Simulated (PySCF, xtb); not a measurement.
In(H)(Et)(OH) (C₂H₇InO), SMILES C[CH2][InH][OH].

GFN2-xTB (xtb 6.7.1) at its own geometry gives an orbital gap of 3.61 eV and a dipole moment of 3.67 D.

Coordinates come from a B3LYP-D3(BJ)/def2-SVP optimisation. The structure was generated by enumeration; whether it is a known compound was not checked. The def2 effective core potentials stand for the cores of In; spin–orbit coupling is left out. One conformer was computed; it need not be the lowest.

Problem. What does M06-2X/def2-TZVP in PySCF give? (Estimate from the structure and the level; the computed values follow.)

Solution. gap 7.72 eV (levels -8.46 and -0.74 eV), dipole 2.97 D.
